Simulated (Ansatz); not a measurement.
Consider the isomerisation: `COB(C)N` → `CNB(C)O`.

Computed with Ansatz on PBE0-D4/def2-TZVP structures; ΔE is electronic, products minus reactants. CCSD(T)/CBS adds triple-zeta CCSD(T) − MP2 to the extrapolated MP2 energy (def2 sets, frozen cores). DFT in def2-TZVPP. Each species was taken in one conformer, which may not be the lowest.

```tsv
level	ΔE (eV)
ωB97M-V	-0.13
PBE0	-0.17
HF/def2-QZVPP	-0.09
MP2/CBS(def2)	-0.18
```

Question: What does CCSD(T)/CBS give? (An estimate is asked.)

Answer: Ansatz gave: -0.16 eV. The listed levels differ from it by 0.03, -0.01, 0.07, -0.02 eV.

Largest T1 diagnostic among the species: 0.011.

In def2-TZVPP, CCSD(T) changes the Hartree–Fock value by −0.07 eV (the triples alone add −0.01 eV) and MP2 by −0.09 eV.

CCSD(T)/CBS has its own doubt, a few kJ/mol and more with outer-core shells, so smaller differences from it don't rank the levels.
